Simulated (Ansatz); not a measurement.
A CCSD(T) single point on CH7AlO2Si (`C[O][Al]([OH])[SiH3]`).

```yaml
crystal:
  periodic: [false, false, false]
  atoms:
    - {symbol: C, position_ang: [-0.584682, -1.971260, 0.782350]}
    - {symbol: O, position_ang: [-0.714909, -0.624219, 1.126298]}
    - {symbol: Al, position_ang: [-0.226813, 0.849438, 0.468500]}
    - {symbol: O, position_ang: [-0.636505, 2.276937, 1.277497]}
    - {symbol: Si, position_ang: [1.046597, 1.016589, -1.604362]}
    - {symbol: H, position_ang: [-0.027386, -2.116865, -0.152002]}
    - {symbol: H, position_ang: [-0.060490, -2.514584, 1.575597]}
    - {symbol: H, position_ang: [-1.572953, -2.426775, 0.659914]}
    - {symbol: H, position_ang: [-1.133956, 2.297529, 2.093913]}
    - {symbol: H, position_ang: [2.355032, 1.693454, -1.382252]}
    - {symbol: H, position_ang: [1.328685, -0.330790, -2.176549]}
    - {symbol: H, position_ang: [0.304280, 1.795445, -2.634902]}
basis:
  gaussian: {orbitals: def2-SVP}
correlation: {method: ccsd_t}
```

```sh
$ ansatz run in.yaml --threads 4 --pin off --events-out ev --progress --plain
```

Log, shortened:

```
Functional definition: HF
1090 factors; integrals over basis functions are off by at most 1.3e-3 eV
mean field evaluation 1: about -19649.8631 eV, gradient 4.7e1 eV
mean field evaluation 2: about -19649.8714 eV, gradient 4.7e1 eV
mean field evaluation 4: about -19654.7395 eV, gradient 3.3e0 eV
mean field evaluation 8: about -19654.7902 eV, gradient 2.2e-1 eV
mean field evaluation 16: about -19654.7782 eV, gradient 5.9e-1 eV
mean field -19654.79043321 eV, -722.3002259252 hartree, gradient 1.1e-6 eV, S^2 0.000000; 0 other end points of the search recorded, 0 dependent functions left out
13 core orbitals not correlated: weight in the atoms' cores, before any rotation towards them, 1.000 or more for the frozen orbitals, at most 0.000 for the correlated occupied ones
reference -19654.79043321 eV, -722.3002259252 hartree; 15, 15 occupied and 85, 85 virtual orbitals, 1090 factors
second order -18.38504372 eV of doubles, -0.00000000 eV of singles
cycle   1  -19.18867962 eV  change   -8.0e-1 eV  update   1.1e-1
cycle   2  -19.71790708 eV  change   -5.3e-1 eV  update   3.3e-2
cycle   3  -19.86276433 eV  change   -1.4e-1 eV  update   1.9e-2
cycle   4  -19.85595846 eV  change    6.8e-3 eV  update   4.7e-3
cycle   5  -19.85400367 eV  change    2.0e-3 eV  update   2.0e-3
cycle   6  -19.85424544 eV  change   -2.4e-4 eV  update   6.1e-4
cycle   7  -19.85390396 eV  change    3.4e-4 eV  update   2.2e-4
cycle   8  -19.85382619 eV  change    7.8e-5 eV  update   7.0e-5
cycle   9  -19.85385485 eV  change   -2.9e-5 eV  update   2.6e-5
cycle  10  -19.85385707 eV  change   -2.2e-6 eV  update   9.1e-6
perturbative correction -0.46003535 eV, -0.0169059872 hartree
Total energy: -19675.10432563 eV, -723.0467477022 hartree
```

Hardware: 4 threads of a server CPU on a shared host. Wall time 2.9 s, peak host memory 0.55 GiB.

MP2 recovers 90.5 % of the CCSD(T) correlation energy and the triples give 2.3 %; T1 = 0.0138.
